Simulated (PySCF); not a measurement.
BFH2OS. Atoms are numbered in the order given.

```xyz
6

B     -0.0144     0.4518     0.0000
F     -1.1830     1.1013     0.0000
O      1.1507     1.1366     0.0000
H      1.0222     2.0955     0.0000
S     -0.0502    -1.3661     0.0000
H      1.2947    -1.5011     0.0000
```
Charge 0, spin multiplicity 1.

The structure is a stationary point at B3LYP-D3(BJ)/def2-SVP. Other conformers were not sampled.

All values below come from CAM-B3LYP/def2-TZVPD run with PySCF.

Symmetry labels are those of the subgroup Cs that the program uses (full group Cs).

Computed valence orbital energies around the gap with their symmetry:
```tsv
orbital	symmetry	energy (eV)
HOMO−7	A'	-17.18
HOMO−6	A'	-15.42
HOMO−5	A"	-15.03
HOMO−4	A'	-13.22
HOMO−3	A'	-12.58
HOMO−2	A"	-12.36
HOMO−1	A'	-11.26
HOMO	A"	-9.25
LUMO	A'	0.14
LUMO+1	A'	0.91
LUMO+2	A'	1.36
LUMO+3	A'	1.41
```
